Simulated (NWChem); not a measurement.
System: CH6OSi; SMILES O[SiH2]C

```xyz
9

Si     0.4964     0.0958     0.0019
C     -0.4539    -1.5293    -0.0206
O     -0.4928     1.4424    -0.0682
H      1.3605     0.2015    -1.1998
H      1.3551     0.1257     1.2250
H     -1.1058    -1.6393     0.8545
H      0.2466    -2.3744    -0.0162
H     -1.0770    -1.6142    -0.9180
H     -1.0634     1.5963     0.6970
```
Atoms are numbered in this order, from 1.

All runs: NWChem. Pople sets run with spherical d functions. Geometry: optimised at B3LYP/6-31G* (spherical d). Ions are spin-unrestricted doublets at the neutral geometry. Hybrids' shares of exact exchange are those that their runs print; pure functionals count as 0. The functionals differ in more than this share.

| row | share of exact exchange | ΔSCF ionisation energy minus −ε(HOMO) (eV) |
|---|---|---|
| PBE/6-31+G* | 0.00 | 3.37 |
| B3LYP/6-31+G* | 0.20 | 2.46 |
| PBE0/6-31+G* | 0.25 | 2.24 |
| BHandHLYP/6-31+G* | 0.50 | 1.09 |
| Hartree-Fock/6-31+G* | 1.00 | withheld |

Problem. Fit a straight line of the last column on the one before it, predict the withheld value, and compare with the run.

Solution. 
1. Means of the 4 shown rows: x = 0.237, y = 2.290. Slope Σ(x − x̄)(y − ȳ)/Σ(x − x̄)² = -0.5785/0.1269 = -4.560; intercept 3.373.
2. The shown rows scatter about the line by 0.004 (root mean square); the largest residual is +0.01, at PBE0/6-31+G*.
3. At x = 1.00 (Hartree-Fock/6-31+G*; beyond the shown range) the line gives -1.19.
4. The run gives -0.47, +0.72 from the line. The line crosses zero at a share of 0.74.
